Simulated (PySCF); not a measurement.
Lu: excitation energy

Lu [Xe] 4f14 5d1 6s2 (2D) → Lu [Xe] 4f14 5d3 (4F), as a difference of total energies. All numbers are calculated (PySCF 2.14, scalar relativity by spin-free X2C-1e, in ANO-RCC-VTZP (8s7p5d3f2g1h, 104 functions)). Correlated levels: valence: [Kr] 4d10 frozen; valence and next inner shell: [Ar] 3d10 frozen. The calculations carry no spin-orbit coupling.

```
                                method  excitation energy (eV)
                                   UHF                   5.162
                                   LDA                   5.260
                                   PBE                   5.107
                                  PBE0                   5.101
                                r2SCAN                   5.030
                                  PW91                   5.083
                                 B3LYP                   5.380
                         MP2 (valence)                   5.755
                     SCS-MP2 (valence)                   6.057
    MP2 (valence and next inner shell)                   5.789
SCS-MP2 (valence and next inner shell)                   6.086
```

Task: How much does correlation contribute at MP2 (valence and next inner shell)?

Result: 5.789 − (5.162) = 0.627 eV, measured against UHF.

A first-order spin-orbit estimate (lowest level to lowest level, LS coupling) adds -0.006 eV.
